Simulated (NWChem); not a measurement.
Species: CH3Cl2Sb; SMILES [CH3][Sb]([Cl])[Cl]

Results from NWChem. def2 effective core potentials on Sb; no spin-orbit coupling. The level has its own optimisation; frequencies are unscaled.

### Question
Estimate the computed values for PBE0/def2-SVP (core potentials). Quantities: r Cl–Sb (Å); r C–Sb (Å); r C–H (Å); highest harmonic frequency (cm⁻¹); lowest (cm⁻¹); zero-point energy (kcal/mol).

### Answer
```
Item                               Result
---------------------------------  ------
r Cl–Sb (Å)                         2.379
r C–Sb (Å)                          2.155
r C–H (Å)                           1.099
highest harmonic frequency (cm⁻¹)    3207
lowest (cm⁻¹)                         108
zero-point energy (kcal/mol)         24.1
```
